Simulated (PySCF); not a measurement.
Cost of one run: core-ionisation job, `FC([C@H]1CO1)(F)Cl`.

Method: delta-SCF UKS PBE0, pcX-2 on the ionised atom, pcseg-1 elsewhere, spin-free X2C (PySCF 2.14.0). Geometry: PBE0-D3(BJ)/def2-SVP. Work: ΔSCF core ionisation, 8 holes, density fitting. A driver script takes a list of jobs; this job's settings line and coordinates (Å) are shown.

Command:
```bash
OMP_NUM_THREADS=1 python probes_run.py task.json out
```

Input:
```
{"job": {"kind": "xps", "xc": "PBE0"}, "charge": 0, "multiplicity": 1}
F     -1.833857    -0.907154    -1.038549
C     -1.167686     0.021913    -0.345173
F     -1.421261     1.204053    -0.920118
Cl    -1.783760     0.038692     1.315418
C      0.316845    -0.251736    -0.420176
C      1.257316     0.206279     0.596750
O      0.866766    -1.148047     0.493452
H      0.640334    -0.352247    -1.466689
H      2.287623     0.431489     0.296259
H      0.880028     0.738224     1.477590
```

Hardware: one thread of an Arm Neoverse V2, no GPU, on a shared host. PySCF's memory limit was set to 1760 MB.

Q: How large is the largest of the mixed bases?

A: 159 functions.

Q: How long does the run take?

A: About 61 s. The run took 122 SCF cycles in all, 7.6 s a hole on average.

Q: Estimate the peak memory.

A: About 0.65 GiB. Peak memory is the resident size of the whole Python process, interpreter and libraries included.

Q: At this speed, how long would 100 such jobs take on 64 cores, one job a core?

A: 100/64 gives 2 rounds of 61 s, about 2.0 min of wall time and 1.7 core-hours, if the jobs don't slow each other.

Other jobs ran on the host; a repeat could differ by tens of per cent or more.
